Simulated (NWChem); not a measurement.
System meant: hydronium (H3O cation); SMILES [OH3+]

Input file for NWChem:

```
start job
memory heap 200 mb stack 900 mb global 1100 mb
charge 1
geometry units angstroms noautosym nocenter noautoz
  O      0.000000     0.000000     0.078775
  H      0.669342     0.669342    -0.207386
  H      0.244996    -0.914338    -0.207386
  H     -0.914338     0.244996    -0.207386
end
basis spherical
  * library def2-svp
end
dft
  xc xtpss03 ctpss03
  iterations 150
end
property
  shielding 2 1 2
end
task dft property
```

End of the output:

```
 Vector    8  Occ=0.000000D+00  E=-1.869260D-01
              MO Center=  3.6D-01,  3.6D-01, -2.4D-01, r^2= 2.7D+00
   Bfn.  Coefficient  Atom+Function         Bfn.  Coefficient  Atom+Function
  ----- ------------  ---------------      ----- ------------  ---------------
    16      1.157242  2 H  s                 21     -0.578612  3 H  s
    26     -0.578614  4 H  s                  7     -0.372659  1 O  px
     8     -0.372658  1 O  py                15      0.327477  2 H  s
     4     -0.308673  1 O  px                 5     -0.308672  1 O  py
    20     -0.163741  3 H  s                 25     -0.163742  4 H  s

 center of mass
 --------------
 x =   0.00000000 y =   0.00000000 z =   0.06289413

 moments of inertia (a.u.)
 ------------------
           5.580856442471          -0.000001467200           0.000000000000
          -0.000001467200           5.580856442471           0.000000000000
           0.000000000000           0.000000000000           9.674534362968

     Multipole analysis of the density
     ---------------------------------

     L   x y z        total         alpha         beta         nuclear
     -   - - -        -----         -----         ----         -------
     0   0 0 0      1.000000     -5.000000     -5.000000     11.000000

     1   1 0 0      0.000001      0.000001      0.000001      0.000000
     1   0 1 0      0.000001      0.000001      0.000001      0.000000
     1   0 0 1     -0.617735     -0.316466     -0.316466      0.015197

     2   2 0 0     -1.845860     -3.322785     -3.322785      4.799709
     2   1 1 0      0.000000     -0.000001     -0.000001      0.000001
     2   1 0 1      0.000001      0.000000      0.000000     -0.000000
     2   0 2 0     -1.845860     -3.322785     -3.322785      4.799709
     2   0 1 1      0.000001      0.000000      0.000000     -0.000000
     2   0 0 2     -4.489988     -2.564017     -2.564017      0.638045

          -----------------------------------------
          Chemical Shielding Tensors (GIAO, in ppm)
          -----------------------------------------

 ------------------------------------------------------------------------
  xtpss03: d2 not coded                    0
 ------------------------------------------------------------------------
 ------------------------------------------------------------------------
  current input line :
    20: task dft property
 ------------------------------------------------------------------------
 ------------------------------------------------------------------------
 This error has not yet been assigned to a category
 ------------------------------------------------------------------------
 For more information see the NWChem manual at https://nwchemgit.github.io

0: xtpss03: d2 not coded:Received an Error in Communication
```

**Question.** Find the fault in this run and fix the input.

**Answer.** The program stopped with an error. Cause: this functional's second derivatives, which shieldings need, aren't coded here; the fix takes a hybrid GGA instead. This input runs:
```
start job
memory heap 200 mb stack 900 mb global 1100 mb
charge 1
geometry units angstroms noautosym nocenter noautoz
  O      0.000000     0.000000     0.078775
  H      0.669342     0.669342    -0.207386
  H      0.244996    -0.914338    -0.207386
  H     -0.914338     0.244996    -0.207386
end
basis spherical
  * library def2-svp
end
dft
  xc pbe0
  iterations 150
end
property
  shielding 2 1 2
end
task dft property
```
It converges to -76.56221 Ha (PBE0/def2-SVP, GIAO).
